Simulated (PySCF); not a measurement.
A calculated (PBE0, PySCF 2.14, x2c-TZVPPall, the spin-free X2C one-electron Hamiltonian (Gaussian nucleus)) atom or ion has these occupied shells.

```csv
shell,electrons,orbital energy (eV),"rms radius, mean of both spins (bohr)"
1s α,1,-83030.9,0.0187
1s β,1,-83030.9,0.0187
2s α,1,-14755.7,0.0756
2s β,1,-14755.7,0.0756
2p α,3,-12784.9,0.0694
2p β,3,-12784.9,0.0694
3s α,1,-3522.4,0.193
3s β,1,-3522.4,0.193
3p α,3,-2947.7,0.195
3p β,3,-2947.7,0.195
3d α,5,-2314.5,0.179
3d β,5,-2314.5,0.179
4s α,1,-785.82,0.424
4s β,1,-785.77,0.424
4p α,3,-595.40,0.452
4p β,3,-595.37,0.452
4d α,5,-361.22,0.482
4d β,5,-361.20,0.482
5s α,1,-125.28,0.960
5s β,1,-125.18,0.960
4f α,7,-104.36,0.530
4f β,7,-104.34,0.530
5p α,3,-73.230,1.11
5p β,3,-73.169,1.11
5d α,5,-13.845,1.61
5d β,5,-13.469,1.61
6s α,1,-9.566,2.86
6p α,1,-3.195,4.12
```

Problem. Name the element and its charge.

Solution. Hg (mercury, neutral), in [Xe] 4f14 5d10 6s1 6p1, high-spin 3P determinant (an excited configuration).
